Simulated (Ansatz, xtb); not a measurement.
## Two isomers of F3HOSi2

We compare X, `F[Si]O[SiH](F)F`, a singlet, with Y, `F[Si](F)(F)O[SiH]`, a singlet. Both are isolated molecules in the gas phase, relaxed with B3LYP-D3(BJ)/def2-SVP; the shapes shown needn't be the lowest conformers.

X (Å):

```yaml
atoms:
  - { symbol: F, position_ang: [-0.0185, 1.7718, 2.1891] }
  - { symbol: F, position_ang: [2.0286, 1.4716, -2.0134] }
  - { symbol: F, position_ang: [3.2343, -0.2352, -0.4815] }
  - { symbol: O, position_ang: [0.7923, 0.5434, 0.1164] }
  - { symbol: Si, position_ang: [-0.4955, 0.5700, 1.1789] }
  - { symbol: Si, position_ang: [2.2412, 1.0297, -0.4819] }
  - { symbol: H, position_ang: [2.8474, 2.1337, 0.2707] }
```

Y (Å):

```json
{"atom": "F", "x (Å)": "-1.5044", "y (Å)": "0.0603", "z (Å)": "0.9836"}
{"atom": "F", "x (Å)": "-1.0068", "y (Å)": "-2.2820", "z (Å)": "1.9591"}
{"atom": "F", "x (Å)": "0.5594", "y (Å)": "-0.2914", "z (Å)": "2.5008"}
{"atom": "O", "x (Å)": "0.5788", "y (Å)": "-1.3312", "z (Å)": "0.0738"}
{"atom": "Si", "x (Å)": "-0.3353", "y (Å)": "-0.9624", "z (Å)": "1.3611"}
{"atom": "Si", "x (Å)": "0.9261", "y (Å)": "-1.1710", "z (Å)": "-1.5742"}
{"atom": "H", "x (Å)": "-0.2272", "y (Å)": "-0.1970", "z (Å)": "-1.9105"}
```

**Question.** Estimate which is lower in electronic energy at CCSD(T)/def2-SVP + ΔMP2/def2-TZVPP, and by roughly how much.

**Answer.** The CCSD(T)/def2-SVP + ΔMP2/def2-TZVPP calculation puts structure X lower, by 56.0 kJ/mol.

How the difference moves with the method:

| level | geometry | E(Y) − E(X) (kJ/mol) | departure from the last row (kJ/mol) | job, with rough time for the two |
| --- | --- | --- | --- | --- |
| GFN2-xTB | GFN2-xTB | +69.0 | +13.0 | optimisation, 0.43 s |
| HF/STO-3G | GFN2-xTB | +69.8 | +13.8 | single point, 0.82 s |
| r2SCAN-D4/def2-SVP | GFN2-xTB | +57.9 | +1.9 | single point, 5.1 s |
| B3LYP-D3(BJ)/def2-SVP | B3LYP-D3(BJ)/def2-SVP | +63.0 | +7.0 | optimisation, 73 s |
| HF/def2-SVP | B3LYP-D3(BJ)/def2-SVP | +50.2 | −5.8 | part of the CCSD(T) run |
| MP2/def2-SVP | B3LYP-D3(BJ)/def2-SVP | +58.6 | +2.6 | part of the CCSD(T) run |
| CCSD(T)/def2-SVP | B3LYP-D3(BJ)/def2-SVP | +54.7 | −1.3 | single point |
| CCSD(T)/def2-SVP + ΔMP2/def2-TZVPP | B3LYP-D3(BJ)/def2-SVP | +56.0 |  | single point, 43 s |

As drawn, both hold the same kinds of bond in the same numbers.

The levels shown agree on the order. The largest departure from CCSD(T)/def2-SVP + ΔMP2/def2-TZVPP is that of HF/STO-3G, 13.8 kJ/mol. A small imaginary or near-zero mode remains, so no thermal terms are given. The last row adds to CCSD(T) the change of the MP2 difference between the two basis sets, here +1.3 kJ/mol.

The correlated steps freeze 14 core orbitals. Run with Ansatz 0.2.0, xtb 6.7.1; the last row on 1 thread of Intel(R) Xeon(R) Processor @ 2.70GHz on a shared host.
